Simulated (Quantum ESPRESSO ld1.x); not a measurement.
Values are calculated unless marked as measured or tabulated.
Species: V I. Configuration: [Ar] 3d4 6p1 (not the ground configuration). Code: ld1.x of Quantum ESPRESSO 7.5. Model: non-relativistic Kohn-Sham, LDA (Slater exchange, Perdew-Zunger correlation), spin-unpolarised, spherical densities, point nucleus.

Radial electron density D(r) = 4 pi r^2 rho(r):

```
   r/bohr * D(r) (the largest magnitude, 28.3, reaches the edge; | marks zero)
 0.004964 |   *
 0.006836 |      *
 0.009509 |           *
  0.01323 |                  *
  0.01822 |                            *
  0.02534 |                                       *
  0.03524 |                                                 *
  0.04853 |                                                    *
  0.06751 |                                               *
   0.0939 |                                        *
   0.1293 |                                          *
   0.1799 |                                                     *
   0.2502 |                                                      *
   0.3446 |                                   *
   0.4793 |                  *
   0.6666 |                    *
   0.9181 |                     *
    1.277 |             *
    1.776 |    *
    2.446 | *
    3.402 *
    4.733 *
    6.518 *
    9.066 *
    12.61 *
    17.37 *
    24.16 *
     33.6 *
```

D(r) has 5 maxima, at r = 0.0466, 0.215, 0.831, 8.54, 22.3 bohr, and minima at 0.105, 0.535, 6.02 bohr, inside which lie 2.14, 10.52, 22.02 electrons.
